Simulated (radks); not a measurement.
Values are calculated unless marked as measured or tabulated.
Question: Species: Nb4+. Configuration: [Kr] 4d1. Code: a radial shooting solver on a logarithmic mesh with Libxc functionals. Model: scalar-relativistic Kohn-Sham, SCAN, spin-polarised, spherical densities, finite nucleus; open shells are filled with parallel spins first (spin-orbit coupling, left out, can overturn this in heavy ions); meta-GGA in the generalised Kohn-Sham scheme; Fermi nuclear charge, rms radius 4.324 fm. Some entries of the table are withheld. Estimate them.

| orbital | occ. | eigenvalue (hartree) | <r^2> (bohr^2) | <r> (bohr) |
|---|---|---|---|---|
| 1s down | 1 | -694.4701 | 0.001758 | 0.03610 |
| 1s up | 1 | -694.4699 | 0.001758 | 0.03610 |
| 2s up | 1 | -99.11944 | 0.02940 | 0.1579 |
| 2s down | 1 | -99.11318 | 0.02940 | 0.1579 |
| 2p up | 3 | -88.57810 | 0.02319 | 0.1377 |
| 2p down | 3 | -88.57343 | 0.02319 | 0.1377 |
| 3s up | 1 | -18.17277 | 0.2238 | 0.4419 |
| 3s down | 1 | -18.17025 | 0.2238 | 0.4419 |
| 3p up | 3 | (1) | 0.2305 | 0.4449 |
| 3p down | 3 | (2) | 0.2305 | 0.4449 |
| 3d up | 5 | -9.03360 | (3) | 0.4326 |
| 3d down | 5 | -9.02769 | (4) | 0.4325 |
| 4s up | 1 | -3.88460 | 1.468 | 1.141 |
| 4s down | 1 | -3.84751 | 1.460 | 1.137 |
| 4p up | 3 | -2.94944 | 1.784 | 1.253 |
| 4p down | 3 | -2.90716 | 1.769 | 1.248 |
| 4d up | 1 | -1.59849 | 2.956 | 1.597 |

Answer: 
(1) 3p up eigenvalue (hartree): -14.69082
(2) 3p down eigenvalue (hartree): -14.68765
(3) 3d up <r^2> (bohr^2): 0.2256
(4) 3d down <r^2> (bohr^2): 0.2255
